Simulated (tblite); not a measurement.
Start geometry of `[SiH3][Si@](OC(=O)C)(C)N` from a force field or distance geometry (Å):
```
atom  x, y, z in Å
C1     3.2739    0.0360    0.1244
C2     1.8431   -0.4262    0.1456
O3     1.5075   -1.5362    0.6232
O4     0.8954    0.4187   -0.3696
Si5   -0.7924    0.1061   -0.4365
C6    -1.6456    1.7872   -0.4168
N7    -1.2882   -0.7637   -1.9228
Si8   -1.5757   -1.0746    1.2799
H9     3.3476    1.1507    0.1936
H10    3.8847   -0.3852    0.9283
H11    3.6975   -0.2652   -0.8681
H12   -2.6258    1.7352    0.0637
H13   -0.9958    2.4752    0.1927
H14   -1.6429    2.1361   -1.4528
H15   -0.4799   -1.0573   -2.4966
H16   -2.0244   -0.2629   -2.4415
H17   -2.9298   -0.5296    1.5566
H18   -0.7025   -1.0593    2.4421
H19   -1.7566   -2.4758    0.8624
```

Question: What comes out of this run: GFN2-xTB geometry optimisation, gas phase in tblite 0.8.0?

Answer: 
```
atom  x, y, z in Å
C1     3.085   -0.019    0.034
C2     1.639   -0.436    0.097
O3     1.271   -1.531    0.453
O4     0.810    0.505   -0.283
Si5   -0.854    0.200   -0.397
C6    -1.554    1.959   -0.500
N7    -0.979   -0.458   -1.998
Si8   -1.438   -1.162    1.380
H9     3.190    1.003    0.385
H10    3.694   -0.696    0.627
H11    3.411   -0.060   -1.004
H12   -2.610    1.920   -0.740
H13   -1.452    2.488    0.442
H14   -1.058    2.543   -1.267
H15   -0.429   -1.277   -2.214
H16   -1.894   -0.554   -2.407
H17   -2.824   -0.881    1.801
H18   -0.610   -0.953    2.571
H19   -1.409   -2.583    1.030
```

The energy falls by 76.3 kJ/mol over 136 L-BFGS steps, the largest force on an atom goes from 3.50 to 0.009 eV/Å, and the atoms move by 0.401 Å rms after alignment. The bond that changes most is Si5–Si8 (oxygen-bound silicon to SiH3 silicon), which lengthens by 0.087 Å. Bonds longer at the end by more than 0.005 Å: 3 of 18; shorter: 14. Among the angles that change most is C6–Si5–Si8, from 107.8° to 119.6°. Among the dihedrals that turn most is Si8–Si5–N7–H15, from -120° to -60°. Rotational constants go from 1849, 977.5, 817.2 to 1702, 1126, 869.5 MHz. The orientation of the end geometry is arbitrary; only internal coordinates are fixed.

GFN2-xTB frequencies show an imaginary mode (24i cm⁻¹), so the point is no minimum at that level. 3 starts were optimised and ended at 0.00, 0.93 and 3.35 kcal/mol (GFN2-xTB); the lowest of these is shown.

The numbers are calculated, not measured.
